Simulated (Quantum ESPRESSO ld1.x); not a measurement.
Results of a calculation; reference values are marked as such.
Question: The mean radii <r> (bohr) of the occupied orbitals of an atom or ion are listed with their occupations. Level of theory: scalar-relativistic Kohn-Sham, relativistic LDA (MacDonald-Vosko exchange, VWN5 correlation), spin-unpolarised, spherical densities, point nucleus (ld1.x of Quantum ESPRESSO 7.5).

| orbital | occ. | <r> |
|---|---|---|
| 1s | 2 | 0.01781 |
| 2s | 2 | 0.07520 |
| 2p | 6 | 0.06749 |
| 3s | 2 | 0.1940 |
| 3p | 6 | 0.1943 |
| 3d | 10 | 0.1758 |
| 4s | 2 | 0.4117 |
| 4p | 6 | 0.4295 |
| 4d | 10 | 0.4372 |
| 4f | 2 | 0.4211 |

Name the element and its charge.

Answer: Z = 76, osmium, charge +28: Os28+ in [Kr] 4d10 4f2. The 1s radius gives Z: for a bare nucleus <r> = (2 gamma + 1)/(2Z) with gamma = sqrt(1 - (Z/c)^2), 0.01753 bohr for Z = 76, and screening makes it slightly larger (0.01781 here). The occupations add up to 48, and the charge is Z minus that.
